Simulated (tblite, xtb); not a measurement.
C2H2Cl, charge -1, singlet, at a GFN2-xTB geometry. Base run: xtb with GFN1-xTB.

Geometry (Å):
```xyz
5

C     -0.1178     0.9724     0.0040
C      1.2095     1.0678     0.0113
Cl    -0.5970    -0.8590    -0.0072
H      1.9769     0.2812     0.0115
H      1.6222     2.0794     0.0183
```
Charge -1, spin multiplicity 1.
All else is at xtb's defaults.
Base energy -9.67485 Eh.

Programs used: tblite, xtb; a row that names a program was run with it.

Variants of this job, named by their change:

| change | ΔE vs base (kJ/mol) | HOMO-LUMO gap (eV) | SCF cycles |
|---|---|---|---|
| base | 0.00 | 4.09 | 10 |
| program = tblite; method = gfn1; option = (--efield, 0,0,0.1) | -0.12 | - | - |
| etemp = 5000 | -1.65 | 4.09 | 10 |
| etemp = 1000 | 0.00 | 4.09 | 10 |
| program = tblite; method = gfn1 | 0.00 | - | - |
| gbsa = water | -247.0 | 4.13 | 9 |
| program = tblite; method = gfn1; option = (--alpb, water) | -210.1 | - | - |
| etemp = 10000 | -42.4 | 4.11 | 10 |
| program = tblite; method = gfn1; option = (--etemp, 2000) | 0.00 | - | - |

ALPB and GBSA are two models with their own fitted parameters for each solvent, which aren't always the measured dielectric constant.
